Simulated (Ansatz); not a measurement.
1-butyl-3-methylimidazolium, `CCCCn1cc[n+](C)c1` was relaxed with PBE0-D4 (def2-SVP) in Ansatz in these states: charge +1 singlet, neutral doublet. The geometries follow in no particular order.

A:

```xyz
25

C     1.121    0.703   -3.285
C     0.419   -0.112   -2.211
C    -0.837    0.566   -1.681
C    -1.599   -0.236   -0.638
N    -0.816   -0.473    0.582
C    -0.196   -1.645    0.934
C     0.458   -1.419    2.110
N     0.225   -0.108    2.451
C     0.713    0.555    3.651
C    -0.545    0.443    1.512
H     0.462    0.876   -4.151
H     2.022    0.189   -3.652
H     1.433    1.689   -2.904
H     0.150   -1.105   -2.613
H     1.121   -0.302   -1.378
H    -0.591    1.563   -1.273
H    -1.541    0.754   -2.510
H    -2.530    0.267   -0.340
H    -1.875   -1.228   -1.023
H    -0.266   -2.545    0.327
H     1.062   -2.083    2.724
H     0.480    1.624    3.594
H     1.801    0.428    3.724
H     0.229    0.125    4.539
H    -0.900    1.472    1.510
```

B:

```xyz
25

C     1.4773   -2.9975   -0.3756
C     1.3993   -1.5783    0.1640
C     0.3627   -1.4147    1.2658
C     0.2741    0.0019    1.8276
N    -0.1330    0.9922    0.8671
C     0.7197    1.7491    0.0857
C     0.0013    2.3103   -0.9154
N    -1.3231    1.9226   -0.7752
C    -2.2915    1.9720   -1.8285
C    -1.3997    0.9601    0.2519
H     1.7382   -3.7168    0.4180
H     2.2342   -3.0900   -1.1696
H     0.5107   -3.3136   -0.8001
H     2.3901   -1.2695    0.5454
H     1.1612   -0.8826   -0.6587
H    -0.6322   -1.6920    0.8760
H     0.5821   -2.1075    2.0979
H    -0.4409    0.0188    2.6697
H     1.2489    0.3143    2.2374
H     1.7737    1.8615    0.3308
H     0.3196    2.9990   -1.6947
H    -2.2532    1.0780   -2.4818
H    -2.1274    2.8677   -2.4442
H    -3.3058    2.0358   -1.4048
H    -2.2862    0.9795    0.9110
```

Q: Judge from the bond lengths which geometry belongs to which state (an estimate).

A: A is the charge +1 singlet (N8–C10 1.334 Å, N5–C10 1.333 Å, C4–N5 1.469 Å); B is the neutral doublet (N8–C10 1.410 Å, N5–C10 1.409 Å, C4–N5 1.438 Å).
